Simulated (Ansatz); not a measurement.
System: sum formula H4BO, charge 1, multiplicity 1. It need not be the lowest isomer of its formula. 
Coordinates optimised at B3LYP-D3(BJ)/def2-TZVP (Ansatz, a first-principles code):
SMILES: B[OH2+]
```xyz
6

B     -0.7958     0.3111    -0.0911
O      0.5449    -0.2130     0.0623
H     -1.6133    -0.5233    -0.2119
H     -0.8449     1.4842    -0.0694
H      1.3312     0.3570     0.1731
H      0.7470    -1.1693     0.0647
```
Charge +1, spin multiplicity 1.

Basis-set convergence of Hartree-Fock and MP2 correlation energies (hartree) with Ansatz. Cores are frozen in the correlated levels unless marked. No spin-orbit coupling. No relativistic terms.

```csv
basis,functions,E(HF),"E(corr, MP2)"
cc-pVDZ,48,-101.61533,-0.27193
cc-pVTZ,116,-101.65217,-0.34183
cc-pVQZ,230,-101.66007,-0.36685
```

Extrapolating the two largest sets (X = 3 and 4) as X^-3: E(corr) = (64·(-0.36685) - 27·(-0.34183))/37 = -0.3851 Eh, an estimate of the basis-set limit. The largest set recovers 95.3 % of it, the smallest 70.6 %.
